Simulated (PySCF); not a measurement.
**Electron correlation in Mo (molybdenum, neutral)**

[Kr] 4d5 5s1, high-spin 7S determinant. All numbers are calculated (PySCF 2.14, the spin-free X2C one-electron Hamiltonian (Gaussian nucleus), in x2c-TZVPPall). Frozen: [Kr]; 6 electrons correlated.

| level | correlation energy (mhartree) |
| --- | --- |
| CCSD | -86.09 |
| (T) | -2.23 |
| CCSD(T) | -88.32 |

Diagnostics: T1 = 0.0096, D1 = 0.0296, largest double amplitude 0.028.

Task: Is a single reference adequate?

Result: Yes, within this model without spin-orbit coupling: T1 lies below 0.03 and no double amplitude reaches 0.07.
